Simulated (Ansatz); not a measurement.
Species: C₃H₄NSSi, charge -1, multiplicity 1. It need not be the lowest isomer of its formula. Whether it binds its extra electron was not tested at this geometry. 
Coordinates optimised at B3LYP-D3(BJ)/def2-TZVP (Ansatz, a program for electronic structure):
```xyz
10

Si     2.2718    -0.4607     0.2562
C      0.3667    -0.1525     0.2812
N     -0.5194    -0.6640     1.1082
C     -1.8130    -0.4005     0.7500
C     -1.9933     0.3246    -0.3890
S     -0.4468     0.7282    -1.0434
H      2.5938     0.7547    -0.6191
H      2.5651     0.2169     1.5934
H     -2.6183    -0.7778     1.3694
H     -2.9228     0.6221    -0.8471
```
Charge -1, spin multiplicity 1.

Total electronic energies in hartree. Correlated levels leave the core frozen unless marked. Spin-orbit coupling is left out. No relativistic terms. CBS(X,Y): correlation extrapolated as X^-3; Hartree-Fock from the larger set.

| level | program | energy (Eh) |
|---|---|---|
| r2SCAN-D3(BJ)/def2-TZVPD | Ansatz + dftd3 | (withheld) |
| PBE0/def2-SVP | Ansatz | (withheld) |
| PBE0-D3(BJ)/def2-TZVPD | Ansatz + dftd3 | (withheld) |
| PBE0/def2-QZVPP | Ansatz | -858.81814 |
| B2GP-PLYP-D3(BJ)/def2-TZVPD | Ansatz + dftd3 | -858.74135 |
| PBE-QIDH/def2-TZVPD | Ansatz | -858.57982 |
| SCS-MP2/aug-cc-pV(D+d)Z | Ansatz | -857.66047 |
| CCSD/cc-pVTZ | Ansatz | -857.90584 |
| CCSD(T)/CBS(aug-cc-pV(T+d)Z,aug-cc-pV(Q+d)Z) | Ansatz | -858.0981 |

Problem. Complete the blanks.

Solution. 
- r2SCAN-D3(BJ)/def2-TZVPD, energy (Eh): -859.10619
- PBE0/def2-SVP, energy (Eh): -858.35394
- PBE0-D3(BJ)/def2-TZVPD, energy (Eh): -858.79827
